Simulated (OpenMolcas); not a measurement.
## 2s² 2p² along the 6-electron sequence

* Program: OpenMolcas
* Method: SS-RASPT2, IPEA 0.25 Eh, imaginary shift 0.1 Eh
* Basis: ANO-R2
* Scalar Hamiltonian: X2C, finite nucleus
* Spin-orbit coupling: RASSI with atomic mean-field integrals over the reference wave functions, term energies averaged over their components

Active space for each ion: 4 electrons in 9 orbitals (RAS2 2s 2p; RAS3 3d, at most 2 electrons); closed shells correlated by CASPT2: 1s.

Computed levels in cm-1 above ³P₀:

```json
{"Level": "³P₁", "C": "14.8", "N+": "43.7", "O2+": "102", "F3+": "212", "Ne4+": "387"}
{"Level": "³P₂", "C": "44.1", "N+": "130", "O2+": "302", "F3+": "621", "Ne4+": "1118"}
{"Level": "¹D₂", "C": "10710", "N+": "15850", "O2+": "20860", "F3+": "25920", "Ne4+": "31100"}
{"Level": "¹S₀", "C": "21890", "N+": "33280", "O2+": "43960", "F3+": "54470", "Ne4+": "65010"}
{"Level": "weight of ³P in the lowest level (%)", "C": "100", "N+": "100", "O2+": "100", "F3+": "100", "Ne4+": "100"}
```

Measured, with the error of the calculation in %. Measured levels: C, N+ from NIST Handbook of Basic Atomic Spectroscopic Data; O2+ from Moore, Selected Tables of Atomic Spectra, NSRDS-NBS 3, section 11; F3+ from Moore, Atomic Energy Levels, vol. I, NSRDS-NBS 35 (1971 reprint of NBS Circular 467, 1949); Ne4+ from NIST levels in Podobedova, Fuhr, Reader and Wiese, J. Phys. Chem. Ref. Data 33, 525 (2004).

```csv
Level,C,N+,O2+,F3+,Ne4+
³P₁,16.4 (-10.0),48.7 (-10.3),113 (-9.6),225 (-5.7),412 (-6.1)
³P₂,43.4 (+1.7),131 (-0.8),,613 (+1.2),1110 (+0.7)
¹D₂,10193 (+5.1),15316 (+3.5),20273 (+2.9),25241 (+2.7),30292 (+2.7)
¹S₀,21648 (+1.1),32689 (+1.8),43186 (+1.8),53544 (+1.7),63914 (+1.7)
```

The fine-structure level ³P₂ changes by a factor of 25.4 from C to Ne4+. Its fourth root runs 2.58, 3.38, 4.17, 4.99, 5.78, with steps per unit of Z of 0.80, 0.79, 0.82, 0.79; equal steps would mean a (Z - σ)^4 law with constant σ.

¹D₂ changes by a factor of 2.9 over the same range, with steps per unit of Z of +5140, +5010, +5060, +5180 cm-1.

CASPT2 breaks the degeneracy within a term, and the mean is taken; among the terms shown or strongly mixed into the levels shown the widest spread is 28 cm-1 (2s² 2p² ¹D, C). Active for correlation alone: 3d; no level in the range computed is led by a configuration that fills it, so any true level of that kind is missing. Computed and measured levels are paired by configuration, term and J; levels that our copy of the source lacks, or whose pairing is in doubt (as where it misses far off the trend of its configuration), stay unpaired and out of the deviations. Levels of configurations outside the active space are missing.
